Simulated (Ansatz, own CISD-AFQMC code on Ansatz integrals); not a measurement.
CH4B2, SMILES `BB=C` (charge 0, multiplicity 1).

Cartesian coordinates (Å):
```xyz
7

B      1.4908     0.1037    -0.1642
B     -0.0971    -0.0066     0.0108
C     -1.4780    -0.1027     0.1628
H      1.9723     0.8557    -0.9542
H      2.2300    -0.5637     0.4914
H     -2.1743     0.4934    -0.4179
H     -1.9437    -0.7797     0.8713
```
Charge 0, spin multiplicity 1.

Frozen-core correlation energies in cc-pVDZ at a geometry from B3LYP-D3(BJ)/def2-TZVP, on an HF energy of -89.48463 Ha (<S^2> = 0.00, restricted and unstable towards unrestricted orbitals). Wave-function levels are from Ansatz, the walk from an own CISD-AFQMC code on Ansatz integrals (time step 0.005/Ha, trial state from CCSD amplitudes, largest double 0.10).

```tsv
level	correlation energy (mHa)
MP2	-287.9
CCSD	-330.4
CCSD(T)	-342.2
CCSDT(Q)	-344.4
```

Q: What correlation energy does phaseless AFQMC give, and where does it lie among these levels?

A: -344.3 ± 0.4 mHa (one standard error). AFQMC minus each level: MP2 -56.4 mHa, CCSD -13.9 mHa, CCSD(T) -2.1 mHa, CCSDT(Q) +0.1 mHa.
